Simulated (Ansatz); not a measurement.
`CC[SiH2]C=S`, relaxed with RKS PBE-D4/def2-SVP in the Gaussian-basis code of Ansatz from a rough embedded geometry. The force threshold is 0.03 eV/Å; the program also tests the step.

Total charge 0; spin multiplicity 1.

Start:

```xyz
13

C     0.670   -1.372   -0.759
C    -0.393   -0.970    0.203
Si   -0.153    0.725    0.972
C    -0.199    2.106   -0.184
S    -1.547    2.508   -1.055
H     0.430   -2.360   -1.230
H     1.643   -1.388   -0.361
H     0.638   -0.659   -1.643
H    -1.396   -1.049   -0.276
H    -0.407   -1.752    0.999
H     1.136    0.678    1.721
H    -1.233    0.889    2.047
H     0.811    2.643   -0.434
```

(1) How much energy does the relaxation release, and in how many steps? (Best estimate.)

(2) Which bonds change most? (An estimate is asked.)

(3) Give the relaxed structure. (Estimate.)

Answers

(1) The calculation gave: 40.12 kJ/mol, in 18 steps, 3 of them rejected.

(2) The calculation gave: Si3–C4 from 1.802 to 1.905 Å; C1–H7 from 1.052 to 1.110 Å; C4–H13 from 1.171 to 1.115 Å; C1–C2 from 1.488 to 1.535 Å.

(3) Ansatz gave: 
```xyz
13

C     0.578   -1.419   -0.839
C    -0.439   -0.975    0.222
Si   -0.039    0.676    1.047
C    -0.242    2.130   -0.167
S    -0.906    1.990   -1.657
H     0.304   -2.400   -1.278
H     1.598   -1.519   -0.416
H     0.628   -0.688   -1.671
H    -1.451   -0.870   -0.228
H    -0.535   -1.736    1.028
H     1.374    0.716    1.579
H    -0.963    0.959    2.207
H     0.094    3.137    0.174
```
